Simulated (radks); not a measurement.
Q: Successive ionisation energies (eV) of one element, from differences of total energies of ions in their ground configurations, starting at charge 0: 6.653, 14.088, 31.481, 41.857, 67.201, 83.813, 101.19, 119.26, 137.98, 157.29, 181.11, 201.89, 223.18, 244.95, 336.20, 361.00, 386.13, 411.58, 468.61, 496.42, 602.69, 606.53. Method: Dirac Kohn-Sham, exchange-only PBE, spin-unpolarised, spherical densities, finite nucleus; open shells fill j = l - 1/2 first; Fermi nuclear charge, rms radius 5.5012 fm; computed with a radial shooting solver on a logarithmic mesh with Libxc functionals. Which element is it?

A: Lead (Z = 82). The first species listed is Pb in [Hg] 6p2, the last Pb21+ in [Kr] 4d10 4f13 5s2.
